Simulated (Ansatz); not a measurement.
The molecule LaC, multiplicity 2 (lowest of 2S+1 = 2, 4, 6 at CCSD(T)/def2-TZVPP on PBE0 minima; our sources give no spin for the ground state, which may be another). No spin–orbit coupling. The T1 diagnostic near the minimum is 0.065, so single-reference values are doubtful.

Seven points along R, fitted to fifth degree in 1/R; most abundant isotopes. In def2 and cc sets the state is the lowest found near the PBE0 minimum, followed along R.

The values were computed with Ansatz (a first-principles code) with Gaussian orbitals. Each number belongs to the level named beside it. In def2 rows elements past Kr take small-core potentials, without spin–orbit coupling.

Q: What bond length and harmonic frequency does SVWN5/def2-TZVPP give?

A: r_e = 1.987 Å, ω_e = 756 cm⁻¹.

Q: What bond length and harmonic frequency does PBE/def2-TZVPP give?

A: r_e = 2.004 Å, ω_e = 740 cm⁻¹.

Q: What bond length and harmonic frequency does wB97X-V/def2-TZVPP give?

A: r_e = 1.961 Å, ω_e = 811 cm⁻¹.
